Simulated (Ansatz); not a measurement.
Species: sum formula SiOF2, net charge 0, singlet state. SMILES: O=[Si](F)F
Geometry: optimised at B3LYP-D3(BJ)/def2-TZVP (Ansatz, a quantum-chemistry and plane-wave program).

Computed values are from Ansatz. Cores are frozen in the correlated levels unless marked. UHF or UKS for open shells. No spin-orbit coupling. No relativistic terms. Basis-set limits of correlation are two-point, X^-3; Hartree-Fock from the larger set.

```
Property                                                               Result
---------------------  ------------------------------------------------------
atomisation energy De  425.7 kcal/mol at CCSD(T)/CBS(cc-pV(T+d)Z,cc-pV(Q+d)Z)
total energy             -563.9539 Eh at CCSD(T)/CBS(cc-pV(T+d)Z,cc-pV(Q+d)Z)
dipole moment                               2.29 D at CCSD(T)/aug-cc-pV(D+d)Z
T1 diagnostic                                       0.015 at CCSD/cc-pV(Q+d)Z
```
